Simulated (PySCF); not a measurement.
**Bond length, frequency and bond energy of BeS⁺ by level of theory**

State: ²Π (doublet), unpaired electrons π ↑. Set-up: basis Be aug-pcseg-1, S aug-pcseg-1; no relativity; PySCF 2.14. De refers to Be⁺ + S in their high-spin ground configurations, without counterpoise correction. The functionals are run spin-unrestricted. A positive dipole points towards S; it is taken about the centre of mass and depends on that origin.

| Level | Re (Å) | ωe (cm⁻¹) | De (eV) | μ (D) | CPU s a point (SCF and correlation, without the integrals) |
| --- | --- | --- | --- | --- | --- |
| UHF | 1.852 | 863 | 1.76 | -8.25 | 0.078 |
| UHF-MP2 | 1.865 | 843 | 2.64 | n/a | 0.11 |
| UHF-SCS-MP2 | 1.867 | 835 | 2.63 | n/a | n/a |
| UHF-CCSD | 1.870 | 822 | 2.64 | n/a | n/a |
| UHF-CCSD(T) | 1.876 | 812 | 2.72 | n/a | 1 |
| PBE | 1.861 | 831 | 3.38 | -7.18 | 0.43 |
| r²SCAN | 1.855 | 852 | 3.20 | -7.58 | 0.54 |
| B3LYP | 1.852 | 844 | 3.20 | -7.38 | 0.51 |
| PBE0 | 1.848 | 858 | 3.19 | -7.51 | 0.81 |
| B97-3 | 1.849 | 859 | 3.30 | -7.55 | 0.32 |
| M06-2X | 1.844 | 864 | 3.18 | -7.57 | 0.56 |
| ωB97X | 1.849 | 864 | 3.11 | -7.95 | 0.42 |

The bond length runs from 1.844 Å (M06-2X) to 1.876 Å (UHF-CCSD(T)). De spans 1.76 eV (UHF, mean field) to 3.38 eV (PBE, GGA). Correlation at CCSD(T) changes the Hartree–Fock bond energy by +0.96 eV; the triples alone change it by +0.08 eV.

Correlated steps freeze 5 core orbitals. Correlated levels converge slowly with the basis: in double zeta they bind strong bonds too weakly, by up to about 1 eV, and carry superposition errors of some tenths. For an ion De counts to the pair picked by the measured ionisation energies or electron affinities, which need not be the lowest pair at this level. The state is the lowest determinant that a PBE0 search found; another state may lie lower at other levels.

The whole job (state search and all levels along the bond) took about 1.2 min on 1 thread of Intel Xeon Platinum 8488C (shared host), peak memory 0.44 GiB.
